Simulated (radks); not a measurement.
Question: All-electron atom: Si11+ in [He] 2s1 (the NIST ground configuration). Method: scalar-relativistic Kohn-Sham, PBE, spin-polarised, spherical densities, finite nucleus; open shells are filled with parallel spins first; Fermi nuclear charge, rms radius 3.1224 fm; computed with a radial shooting solver on a logarithmic mesh with Libxc functionals. Some entries of the table are withheld. Estimate them.

orbital,occ.,eigenvalue (eV),r(max) (bohr)
1s up,1,(1),(2)
1s down,1,(3),(4)
2s up,1,-504.6457,0.4040

Answer: 
(1) 1s up eigenvalue (eV): -2283.819
(2) 1s up r(max) (bohr): 0.07236
(3) 1s down eigenvalue (eV): -2280.325
(4) 1s down r(max) (bohr): 0.07240
